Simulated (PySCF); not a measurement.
Vertical excitations of a molecule C5H11Si, multiplicity 2 from TDA-ωB97X/def2-SVPD in PySCF, as energy in eV (oscillator strength): 4.18 (0.004), 4.37 (0.002), 5.51 (0.002), 5.74 (0.010), 6.02 (0.043), 6.10 (0.005). The structure is a stationary point at ωB97X-D3(BJ)/def2-SVP. The values are those of a single conformer.

Q: Which molecule gave these data?
A. [CH2][Si](C)(C)C=C
B. [CH]=C[Si](C)(C)C
C. C=[C][Si](C)(C)C

A: A, [CH2][Si](C)(C)C=C
